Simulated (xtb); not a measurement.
A run for xtb: GFN1-xTB on C2H6OSi (SMILES C=C[SiH2]O).

```
$ xtb mol.xyz --gfn 1 --sp --chrg 0 --uhf 0
10

C      1.52625297     0.60905454    -0.08327727
C      0.80218099    -0.49483757    -0.25890212
Si    -1.05408894    -0.53576393    -0.14073489
O     -1.65948202     0.91185954     0.38145730
H      2.60908277     0.61155624    -0.15052537
H      1.06015978     1.56530103     0.13013201
H      1.32750030    -1.42333660    -0.47720584
H     -1.66620859    -0.76676756    -1.46630311
H     -1.44515500    -1.64197162     0.77154716
H     -1.50024225     1.16490592     1.29381214
```

**Question.** Give the final energy of this run.

**Answer.** -14.0604 hartree.
